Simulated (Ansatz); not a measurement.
CH5ClGeOSi (`[SiH3][C@H]1[O][Ge@@H]1[Cl]`), relaxed with RKS PBE0-D4/def2-TZVP in the Gaussian-basis code of Ansatz from a PBE-D4/def2-SVP geometry. The force threshold is 0.005 eV/Å; the program also tests the step.

Total charge 0; spin multiplicity 1.

Start:

```xyz
10

Si    1.553    0.060   -0.621
C    -0.067    0.645    0.174
O    -1.233    0.662   -0.707
Ge   -1.471   -0.586    0.634
Cl   -2.983    0.017    2.059
H     2.001    1.028   -1.683
H     2.616   -0.055    0.438
H     1.320   -1.285   -1.252
H    -0.005    1.514    0.867
H    -1.730   -1.999    0.090
```

| step | energy (eV) | largest force (eV/Å) | largest move (Å) |
| --- | --- | --- | --- |
| 1 | -80067.8174 | 0.615 | 0.000 |
| 2 | -80067.8638 | 0.363 | 0.044 |
| 3 | -80067.8719 | 0.138 | 0.021 |
| 4 | -80067.8728 | 0.121 | 0.007 |
| 5 (rejected) | -80067.8712 | 0.160 | 0.023 |
| 6 | -80067.8734 | 0.014 | 0.011 |
| 7 | -80067.8735 | 0.008 | 0.002 |
| 8 | -80067.8735 | 0.003 | 0.001 |

End:

```xyz
10

Si    1.534    0.056   -0.614
C    -0.059    0.633    0.182
O    -1.231    0.670   -0.696
Ge   -1.469   -0.562    0.601
Cl   -2.943    0.007    2.028
H     1.977    1.018   -1.657
H     2.581   -0.062    0.435
H     1.303   -1.271   -1.243
H     0.000    1.496    0.850
H    -1.694   -1.985    0.115
```

Hardware: 4 threads of an AMD EPYC 7B13 on a shared host. Wall time 36 s, peak host memory 0.75 GiB.
